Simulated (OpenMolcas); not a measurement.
Ir2+ among 6 point charges of -1.1 e arranged as an octahedron (Oh), 2.17 Å from the ion.

| Property | Result |
| --- | --- |
| Program | OpenMolcas 26.06 |
| Method | CASSCF |
| Basis | ANO-RCC-VDZP [7s6p4d2f] |
| Scalar Hamiltonian | DKH2, point nucleus |
| Active space | 7 electrons in 5 orbitals (5d) |
| State averaging | 2S+1 = 4 even, 10 roots; 2S+1 = 2 even, 40 roots |
| Spin-orbit coupling | RASSI with atomic mean-field integrals over the reference wave functions |

Question: What is the spin-free ground state (labels of O, the rotations of Oh)?

Answer: 4T1, 3-fold in its orbital part, 98 % from free-ion F terms; it has the highest spin that d7 allows.

Question: Where is the first state of the same spin?

Answer: 4T2 at 5390 cm-1 above the ground state.

Question: What are the lowest two levels with spin-orbit coupling?

Answer: A 2-fold level Γ6 with g = 4.90, 4.90, 4.90, then a 4-fold level Γ8 881.1 cm-1 above it. Their leading multiplicities are 4 (92 %) and 4 (88 %).

Question: What is χT at 300 K, and how does it compare with the textbook value?

Answer: The lowest level has 2S+1 = 4, for which the spin-only value is χT = S(S+1) / 2 = 1.875 cm3 K/mol (g = 2). The computed 3.519 at 300 K differs by +1.644, through orbital momentum, spin-orbit coupling and any other state in reach. With a threefold ground state the orbital momentum is unquenched, so the spin-only value is not expected to hold.

Question: Which ligand-field parameters describe the states?

Answer: A least-squares ligand-field fit to the states below 45000 cm-1, each weighted by its degeneracy and with a free common offset, gives 10Dq = 5946 cm-1, B = 811 cm-1 and C = 3289 cm-1 (C/B = 4.06), with an rms deviation of 149 cm-1. 

An orbital triplet at a regular site is open to Jahn-Teller coupling, which can distort the site and quench the lowest spin-orbit gaps and is left out. Without dynamic correlation the repulsion within the d shell is too large (B by tens of per cent), so at a given field states of lower spin stand too high. Point charges give a weaker field than real ligands, and real ions of this kind are as a rule low spin; the high spin found here belongs to the model. Point charges carry no covalency, so the field is a model and not that of real ligands. No measured value stands beside these numbers.
